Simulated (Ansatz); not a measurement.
Two shapes of singlet ZnCl2.

Shape 1:

```xyz
3

Cl    0.0000    0.0000   -2.0970
Zn    0.0000    0.0000    0.0000
Cl    0.0000    0.0000    2.0970
```

Shape 2:

```xyz
3

Cl    0.0000    0.0000   -1.9293
Zn    0.0000    0.0000    0.0000
Cl    0.0000    0.0000    1.9293
```

Basis set: cc-pVDZ (spherical functions). Frozen core: 15 orbitals. Charge 0, multiplicity 1.

Computed with Ansatz (development build ahead of 0.2.0); each method stands on the lowest determinant of its kind that the runs found.

(1) Which shape is lower in energy, and by how much in each method?

Answers

(1)

| method | E(2) − E(1) (eV) |
| --- | --- |
| RHF | 0.820 |
| RHF-MP2 | 0.495 |

Shape 1 is lower.
